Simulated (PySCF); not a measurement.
# How methods differ on the interval between two levels of V⁺

V⁺ [Ar] 3d4 [5D4, M_J = 4] → V⁺ [Ar] 3d3 4p1 [5G6, M_J = 6], as a difference of total energies. Computed with PySCF 2.14 in x2c-SVPall-2c with one added diffuse shell each of s, d type (6s5p4d1f, 48 functions), with the two-component X2C-1e Hamiltonian. Correlated levels: [Ne] frozen; the 6 highest virtual spinors dropped. "Screened" scales the spin-orbit matrix elements by Boettger's factors to mimic the two-electron term; Breit and QED terms are absent.

```
                    method  interval between two levels (cm⁻¹)  error (cm⁻¹)
           GHF (spin-free)                               30038         -5106
          GMP2 (spin-free)                               33995         -1149
 GHF (screened spin-orbit)                               30334         -4810
GMP2 (screened spin-orbit)                               34295          -849
```

Reference: 35144 cm⁻¹ (measured; NIST Handbook of Basic Atomic Spectroscopic Data (Sansonetti and Martin, J. Phys. Chem. Ref. Data 34, 1559 (2005))).

Errors of the correlated levels include the incompleteness of this basis and the frozen core.

The labels give the starting determinants; with spin-orbit coupling the two ends relaxed to ⟨J²⟩ = 20.01, ⟨L²⟩ = 6.01, ⟨S²⟩ = 6.00 and ⟨J²⟩ = 42.00, ⟨L²⟩ = 20.01, ⟨S²⟩ = 6.00.
